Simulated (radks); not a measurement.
Spherical quantum dot in the effective-mass picture: electrons in a parabolic well V = omega^2 r^2 / 2 with omega = 0.098, with a point charge +2 (a donor) at the centre, all in effective atomic units (hartree* = m*/eps^2 hartree, bohr* = eps/m* bohr), one dielectric constant everywhere. Method: non-relativistic Kohn-Sham, LDA (Slater exchange, Perdew-Wang correlation), spin-polarised, spherical densities; computed with a radial shooting solver with Libxc functionals. Levels are named by radial order and angular momentum (1s, 1p, 1d, 2s, ...), and open shells are averaged over m.

N = 29, configuration 1s2 1p6 1d10 2s2 1f(up 7, down 2). This is the lowest configuration that the search found (a dilute case). Occupied levels:

| level | occupation | eigenvalue (hartree*) | <r> (bohr*) |
|---|---|---|---|
| 1s down | 1 | 2.2131 | 0.9648 |
| 1s up | 1 | 2.2137 | 0.9638 |
| 2s up | 1 | 2.7280 | 8.745 |
| 2s down | 1 | 2.7323 | 8.205 |
| 1p up | 3 | 2.7438 | 9.735 |
| 1p down | 3 | 2.7500 | 9.335 |
| 1d up | 5 | 2.7678 | 10.89 |
| 1d down | 5 | 2.7760 | 10.77 |
| 1f up | 7 | 2.7954 | 11.57 |
| 1f down | 2 | 2.8043 | 11.54 |

Energy (hartree*): total 41.9357, kinetic 4.2653, external 3.3308, Hartree 38.621, exchange-correlation -4.2819.

Electron density:

| r (bohr*) | n(r) (e/bohr*^3) |
|---|---|
| 0.422 | 0.7007 |
| 1.48 | 0.02225 |
| 2.55 | 0.002009 |
| 3.61 | 0.001461 |
| 4.67 | 0.001751 |
| 5.73 | 0.002042 |
| 6.79 | 0.002327 |
| 7.85 | 0.002614 |
| 8.91 | 0.002850 |
| 9.98 | 0.002923 |
| 11.0 | 0.002697 |
| 12.1 | 0.002132 |
| 13.2 | 0.001374 |
| 14.2 | 0.0006936 |
| 15.3 | 0.0002670 |
| 16.4 | 0.00007646 |
| 17.4 | 0.00001668 |
| 18.5 | 2.748e-06 |
| 19.5 | 3.460e-07 |
| 20.6 | 3.308e-08 |
